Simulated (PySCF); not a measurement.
## Ionising CsBi

r²SCAN; PySCF, scalar-relativistic core potentials, basis sets Cs def2-SVP with ECP46, Bi def2-SVP with ECP60. Neutral (UKS): triplet (π ↑↑), Re = 3.774 Å, ωe = 75.2 cm⁻¹, De = 1.04 eV, HOMO -2.70 eV, LUMO -1.64 eV.

CsBi⁺ (UKS): quartet (σ ↑, π ↑↑), Re = 4.314 Å, ωe = 29.5 cm⁻¹. The energies at the minima are -234.90019 hartree for CsBi and -234.72736 for CsBi⁺.

Problem. Work out the adiabatic ionisation energy, without and with harmonic zero-point energies (1 hartree = 27.2114 eV, 1 eV = 8065.5 cm⁻¹), and the change of the bond length.

Solution. At r²SCAN: 0.17283 hartree = 4.703 eV between the minima; the zero-point term (29.5 − 75.2)/2 cm⁻¹ = -0.003 eV makes it 4.700 eV. Re changes by +54.0 pm against the neutral. The electron leaves a σ orbital, and the ion is left as a loose complex of an ion and an atom.

These are scalar-relativistic numbers at best; spin–orbit coupling would shift them, the dissociation energy most. States were picked by a PBE0 search and need not be the measured ground states.
